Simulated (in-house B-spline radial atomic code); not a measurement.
A run on an ion of nuclear charge 66 with 66.2 electrons that did not converge. Method: scalar-relativistic (X2C) B3LYP, spin-polarised, spherical fractional occupations, Fermi nucleus of rms radius 5.2218 fm; computed with an all-electron radial atomic-structure program (B-spline basis).

Command:
```bash
python run_scf.py task.json out
```
Settings (nuclear radius in fm, mass in u):
```
Z                66
configuration    [Xe] 4f10.2 6s2
hamiltonian      x2c
method           b3lyp
spin_polarised   True
nucleus          fermi
rms_radius       5.2218
atomic_mass      163.92918
speed_of_light   137.035999084
```

First and last ten iterations of the last attempt (damped for 15 steps, keeping 80 % of the old Fock matrix, then DIIS):
```
 iter        energy (Eh)    residual
    1      -12102.830740    7.77e-01
    2      -12108.419068    1.39e+00
    3      -12132.227199    8.95e-01
    4      -12145.136068    5.46e-01
    5      -12151.629713    3.50e-01
    6      -12154.633519    2.26e-01
    7      -12155.916592    1.49e-01
    8      -12156.441675    9.47e-02
    9      -12156.665343    6.05e-02
   10      -12156.772650    4.45e-02
  111      -12152.408559    1.95e-01
  112      -12152.409507    1.95e-01
  113      -12152.408880    1.95e-01
  114      -12152.409241    1.95e-01
  115      -12152.409293    1.95e-01
  116      -12152.411190    1.95e-01
  117      -12152.410013    1.95e-01
  118      -12156.895297    1.36e-02
  119      -12156.894694    1.39e-02
  120      -12152.439600    1.95e-01
 not converged after 120 iterations
```

The smallest residual met was 8.0e-03; the threshold is about 7e-07. No energy from this run should be used. The likely cause: this method binds the added charge weakly or not at all at the basis-set limit, so charge moves back and forth between the atom and the box. Time taken, with all properties: 5.8 s on 1 thread of Arm Neoverse V1 (shared host).
